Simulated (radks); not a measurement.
Problem. These are the eigenvalues of the occupied orbitals of an atom or ion with whole-number occupations (hartree). Method: scalar-relativistic Kohn-Sham, LB94 model potential, spin-polarised, spherical densities, finite nucleus; Fermi nuclear charge, rms radius of each element as measured or else 0.836 A^(1/3) + 0.57 fm; computed with a radial shooting solver on a logarithmic mesh with Libxc functionals.

| orbital | eigenvalue |
|---|---|
| 1s down | -199.6345 |
| 1s up | -199.6337 |
| 2s down | -22.96793 |
| 2s up | -22.94851 |
| 2p down | -19.32612 |
| 2p up | -19.31085 |
| 3s up | -2.92266 |
| 3s down | -2.84551 |
| 3p up | -1.98090 |
| 3p down | -1.91047 |
| 3d up | -0.58631 |

Which element is it, and in what charge state? The configuration may be excited. Open shells, if any, are filled with parallel spins first.

Solution. Z = 23, vanadium, charge +1: V+ in [Ar] 3d4. The list shows which subshells hold electrons but not how many an open one holds; the 1s level, -199.63 hartree, gives Z - s = 20.0 by -(Z - s)^2/2, which with screening and relativity narrows Z to a few neighbours, and the depths of the outer levels then fix element, charge and occupations together.
